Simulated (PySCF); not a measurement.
Si(F)3(Br), SMILES F[Si](F)(F)Br (BrF3Si), B3LYP/def2-SVP optimised geometry.

```
5

F     -0.91    -1.42    -1.29
Si    -0.41    -0.62     0.00
F     -0.91    -1.42     1.29
F      1.19    -0.62     0.00
Br    -1.19     1.42     0.00
```

Density from PySCF with B3LYP/def2-TZVP at that geometry.

Minimum of the electron density along straight lines between bonded atoms, close to the bond critical point (lines longer than 1.1 times the sum of covalent radii, or with two minima, are not listed):

| bond | length / Å | ρ at the minimum / e bohr⁻³ | ∇²ρ there / e bohr⁻⁵ | position (fraction from the first atom) |
|---|---|---|---|---|
| F1–Si2 | 1.598 | 0.142 | 0.97 | 0.58 |
| Si2–F3 | 1.598 | 0.142 | 0.97 | 0.42 |
| Si2–F4 | 1.598 | 0.142 | 0.97 | 0.42 |
| Si2–Br5 | 2.180 | (withheld) | (withheld) | 0.35 |

**Question.** Some entries are withheld; supply them.

**Answer.** 
- Si2–Br5, ρ at the minimum / e bohr⁻³: 0.102
- Si2–Br5, ∇²ρ there / e bohr⁻⁵: 0.05
